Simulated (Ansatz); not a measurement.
Start from `OCC(F)(F)C(F)F` and change one atom or group to get `FC(F)C(F)(F)C(F)F`.

Ansatz, PBE0-D4/def2-TZVP geometries, multiplicity 1. Each molecule was computed in one conformer, which needn't be the lowest.

| property | `OCC(F)(F)C(F)F` |
| --- | --- |
| size of the dipole moment (B3LYP/def2-TZVPP) / D | 2.27 |
| LUMO energy (B3LYP/def2-TZVPP) / eV | 0.33 |
| ideal-gas entropy at 298 K and 1 bar (rigid rotor, harmonic PBE0-D4/def2-TZVP) / J/(mol·K) | 368 |
| zero-point energy (PBE0-D4/def2-TZVP) / kJ/mol | 207.3 |
| HOMO energy (B3LYP/def2-TZVPP) / eV | -8.55 |
| HOMO–LUMO gap (B3LYP/def2-TZVPP) / eV | 8.88 |

Question: What does the change do to each property? (Estimate.)

Answer: Computed: 
```json
{"property": "size of the dipole moment (B3LYP/def2-TZVPP) / D", "`FC(F)C(F)(F)C(F)F`": "1.53", "shift": "-0.74"}
{"property": "LUMO energy (B3LYP/def2-TZVPP) / eV", "`FC(F)C(F)(F)C(F)F`": "0.75", "shift": "0.42"}
{"property": "ideal-gas entropy at 298 K and 1 bar (rigid rotor, harmonic PBE0-D4/def2-TZVP) / J/(mol·K)", "`FC(F)C(F)(F)C(F)F`": "376", "shift": "8"}
{"property": "zero-point energy (PBE0-D4/def2-TZVP) / kJ/mol", "`FC(F)C(F)(F)C(F)F`": "154.4", "shift": "-52.9"}
{"property": "HOMO energy (B3LYP/def2-TZVPP) / eV", "`FC(F)C(F)(F)C(F)F`": "-9.72", "shift": "-1.17"}
{"property": "HOMO–LUMO gap (B3LYP/def2-TZVPP) / eV", "`FC(F)C(F)(F)C(F)F`": "10.47", "shift": "1.59"}
```

With PBE0 the HOMO falls by 1.14 eV and the LUMO rises by 0.36 eV, so the gap widens by about 1.50 eV. PBE moves the HOMO by -1.06 eV and ωB97M-V by -1.11 eV. The zero-point energy changes by -52.9 kJ/mol with -3 modes. Dipoles are sizes alone; their direction can turn.

B3LYP here is the variant with VWN-RPA as its local correlation; programs differ in this.
